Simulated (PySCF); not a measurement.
Gas-phase reaction: As2 + 2 NH2 = 2 AsH2 + N2

Method: PySCF energies plus ideal-gas RRHO corrections (1 bar). † marks an energy on the PBE0/def2-TZVP geometry and frequencies; other levels use their own. MP2 and CCSD(T) freeze the core. 6-31G* has spherical d functions here. Open shells (unrestricted): NH2 (multiplicity 2), AsH2 (multiplicity 2); the rest are closed-shell singlets. B3LYP is the form with VWN-RPA correlation. As: all electrons, no relativistic terms. AsH2: computed as isolated molecules; such fragments, hydroxides, amides, oligomers or adducts are transient or little studied in the gas. MP2 isn't extrapolated to the basis-set limit; its ΔH°(298 K) is -288.4 kJ in def2-SVP and -253.8 kJ in def2-TZVPP. CCSD(T) isn't extrapolated to the basis-set limit; its ΔH°(298 K) is -284.8 kJ in def2-SVP and -252.8 kJ in def2-TZVPP. The harmonic model lacks anharmonicity and excited electronic states, which grow with temperature; levels with a mode under 35 cm⁻¹ are left out.

```csv
level,"ΔE electronic, kJ","ΔH°(298 K), kJ","ΔS°(298 K), J/K","ΔG°(2500 K), kJ"
B3LYP/6-31G*,-239,-263,12,-302
CCSD(T)/def2-SVP†,-261,-285,12,-324
CCSD(T)/def2-TZVPP†,-229,-253,12,-292
MP2/def2-SVP†,-264,-288,12,-328
MP2/def2-TZVPP†,-230,-254,12,-293
PBE/def2-SVP,-246,-269,12,-307
PBE/def2-TZVP†,-221,-245,12,-284
PBE0/def2-TZVP,-220,-245,12,-284
r2SCAN/def2-TZVP†,-210,-234,12,-274
ωB97X-V/def2-TZVP†,-264,-288,12,-327
```
ΔH° is lowest at MP2/def2-SVP† and highest at r2SCAN/def2-TZVP†. No reference value is set beside these.
